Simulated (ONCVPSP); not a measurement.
Which change was made? (C, ONCV)

```
Element                 : carbon (C)
Generator               : ONCVPSP 4.0.1
Type                    : optimised norm-conserving Vanderbilt (ONCV)
Functional              : PBEsol
Relativity              : scalar-relativistic
Frozen core             : none
Valence charge          : 6
Reference configuration : 1s2 2s2 2p1 (charge +1)
Partial waves           : 1s+2s: rc 0.60 bohr, ncon 3, nbas 7, qcut 21 1/bohr, 2 projectors; 2p: rc 2.55 bohr, ncon 5, nbas 9, qcut 5.2 1/bohr, 3 projectors, debl 1.8 Ha; d scattering state at 0.21 Ha: rc 2.00 bohr, ncon 4, nbas 9, qcut 5.6 1/bohr, 2 projectors, debl 3.6 Ha
Local potential         : polynomial inside 0.45 bohr (lpopt 2, dvloc0 6 Ha)
Core correction         : none
```

Cutoffs, loose and tight: the cutoffs (Ha) at which the residual kinetic energy of the hardest occupied pseudo-wave falls to 1 and 0.1 mHa per electron. They do not see the model core or the augmentation charge, which bear on the density cutoff. Test errors are all-electron minus pseudo excitation energies from the reference, over the configurations 1s2 2s2 2p2; 1s2 2s2 2p0; 1s2 2s1 2p0; 1s2 2s1 2p3; variants that change the core or the reference have their own tests.

The base gives: outcome: generated; cutoff, loose: 164 Ha; cutoff, tight: 188 Ha; bound ghosts: none; GHOST(+) flags above zero: p, d; largest test error (meV): +631.

Q: After one change the result is: outcome: generated, projector energies reset by the program; cutoff, loose: 135 Ha; cutoff, tight: 157 Ha; bound ghosts: none; GHOST(+) flags above zero: none; largest test error (meV): +1173. Which change was it?
A. all radii scaled by about 1.31 (s 0.78, p 3.34, d 2.62 bohr); local potential polynomial inside 0.58 bohr (lpopt 2, dvloc0 6 Ha)
B. all radii scaled by about 0.89 (s 0.54, p 2.28, d 1.78 bohr); local potential polynomial inside 0.40 bohr (lpopt 2, dvloc0 6 Ha)
C. all radii scaled by about 1.14 (s 0.68, p 2.90, d 2.28 bohr); local potential polynomial inside 0.52 bohr (lpopt 2, dvloc0 6 Ha)

A: A. The others give: all radii scaled by about 1.14 (s 0.68, p 2.90, d 2.28 bohr); local potential polynomial inside 0.52 bohr (lpopt 2, dvloc0 6 Ha) → outcome: generated; cutoff, loose: 152 Ha; cutoff, tight: 175 Ha; bound ghosts: none; GHOST(+) flags above zero: p, d; largest test error (meV): +844 | all radii scaled by about 0.89 (s 0.54, p 2.28, d 1.78 bohr); local potential polynomial inside 0.40 bohr (lpopt 2, dvloc0 6 Ha) → outcome: generated; cutoff, loose: 178 Ha; cutoff, tight: 202 Ha; bound ghosts: d; GHOST(+) flags above zero: none; largest test error (meV): +484.
